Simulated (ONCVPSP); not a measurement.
Configuration tests for Cl (Z = 17) (ONCV)

Cl, optimised norm-conserving Vanderbilt (ONCV), made with ONCVPSP 4.0.1 (BLYP, non-relativistic). Core [Ne], reference 3s2 3p5. Waves: 3s: rc 1.20 bohr, ncon 4, nbas 7, qcut 5.2 1/bohr, 2 projectors, debl 3 Ha; 3p: rc 1.15 bohr, ncon 3, nbas 8, qcut 6.3 1/bohr, 2 projectors, debl 0.4 Ha; d scattering state at 0.12 Ha: rc 1.25 bohr, ncon 4, nbas 7, qcut 8.7 1/bohr, 2 projectors, debl 0.6 Ha. Local part: polynomial inside 0.85 bohr (lpopt 5, dvloc0 6 Ha). Core correction: none.

Energies are relative to the spin-unpolarised reference configuration 3s2 3p5; without spin polarisation the order of configurations can differ from experiment.

```tsv
valence configuration	charge	ΔE all-electron (eV)	error AE − PS (meV)
3s2 3p4	+1	13.745	+0.7
3s2 3p2	+3	77.232	+64
3s1 3p5	+1	26.243	+3.0
```

Problem. What are ΔE and the potential's error for 3s2 3p3?

Solution. ΔE = 39.054 eV all-electron; the error (AE − PS) is +14 meV.

Levels in the configuration 3s2 3p4:

```tsv
level	all-electron (eV)	pseudo (eV)
3s	-31.743	-31.737
3p	-19.288	-19.284
```
